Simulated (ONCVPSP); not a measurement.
Mo: variants of one ONCV potential

Base potential:

molybdenum (Mo), optimised norm-conserving Vanderbilt (ONCV), made with ONCVPSP 4.0.1 (LDA (Perdew-Wang 92), fully relativistic). Core [Ar] 3d10, reference 4s2 4p6 4d6. Waves: 4s: rc 1.45 bohr, ncon 4, nbas 9, qcut 7.8 1/bohr, 2 projectors, debl 3.6 Ha; 4p: rc 1.45 bohr, ncon 4, nbas 8, qcut 9.6 1/bohr, 2 projectors, debl 1.5 Ha; 4d: rc 2.10 bohr, ncon 4, nbas 8, qcut 9.1 1/bohr, 3 projectors, debl 0.3 Ha. Local part: polynomial inside 1.05 bohr (lpopt 5, dvloc0 -1 Ha). Core correction: Teter function, fcfact 2.75, rcfact 1.7.

Open shells are filled in proportion to 2j + 1.

All-electron outer shells of the reference configuration (LDA (PZ), scalar-relativistic, ld1.x):

```tsv
shell	level (eV)	outermost node (bohr)	outermost maximum (bohr)
4s	-62.33	0.51	0.99
4p	-36.59	0.52	1.06
4d	-2.52	0.53	1.42
```

Cutoffs, loose and tight: the cutoffs (Ha) at which the residual kinetic energy of the hardest occupied pseudo-wave falls to 1 and 0.1 mHa per electron. They do not see the model core or the augmentation charge, which bear on the density cutoff. Test errors are all-electron minus pseudo excitation energies from the reference, over the configurations 4s2 4p6 4d5 5s1; 4s2 4p6 4d5; 4s2 4p6 4d4; 4s2 4p5 4d5 5s1. A dash means not determined; rows that change the core or the reference have their own tests. The largest error is taken over the tests solved by every variant that gives reliable tests at all: 4s2 4p6 4d4; 4s2 4p6 4d5; 4s2 4p6 4d5 5s1.

A true bound ghost makes a file unfit for plane-wave use even where its test errors are small: the radial tests pick states by their node count and pass the ghost by.

| change | outcome | cutoff, loose | cutoff, tight | bound ghosts | GHOST(+) flags above zero | largest test error (meV) |
| --- | --- | --- | --- | --- | --- | --- |
| base | generated | 30 Ha | 36 Ha | none | s | -1.2 |
| s: qcut 6.1; p: qcut 7.4; d: qcut 7.1 | generated | 22 Ha | 100 Ha | none | s | -0.3 |
| s: qcut 6.8; p: qcut 8.3; d: qcut 7.9 | generated | 25 Ha | 40 Ha | d5/2 | s, d3/2 | +2.0 |
| s: qcut 9; p: qcut 11.1; d: qcut 10.5 | failed: ERROR pspot: first pseudo wave function has node, program will stop | – | – | – | – | – |
| s: qcut 9.9; p: qcut 12.1; d: qcut 11.5 | failed: ERROR pspot: first pseudo wave function has node, program will stop | – | – | – | – | – |
| s: qcut 10.4; p: qcut 12.8; d: qcut 12.1 | failed: ERROR pspot: first pseudo wave function has node, program will stop | – | – | – | – | – |
| s: qcut 11.4; p: qcut 14.1; d: qcut 13.3 | failed: ERROR pspot: first pseudo wave function has node, program will stop | – | – | – | – | – |

What comes out with this change to the base: s: qcut 5; p: qcut 6.2; d: qcut 5.8?

outcome: generated; cutoff, loose: 77 Ha; cutoff, tight: 115 Ha; bound ghosts: none; GHOST(+) flags above zero: s, d5/2, d3/2; largest test error (meV): +3.8.

What comes out with this change to the base: s: qcut 8.2; p: qcut 10.1; d: qcut 9.6?

outcome: generated; cutoff, loose: 32 Ha; cutoff, tight: 38 Ha; bound ghosts: none; GHOST(+) flags above zero: s; largest test error (meV): -0.9.

What comes out with this change to the base: s: qcut 7.4; p: qcut 9.1; d: qcut 8.6?

outcome: generated; cutoff, loose: 28 Ha; cutoff, tight: 34 Ha; bound ghosts: none; GHOST(+) flags above zero: s; largest test error (meV): -0.9.
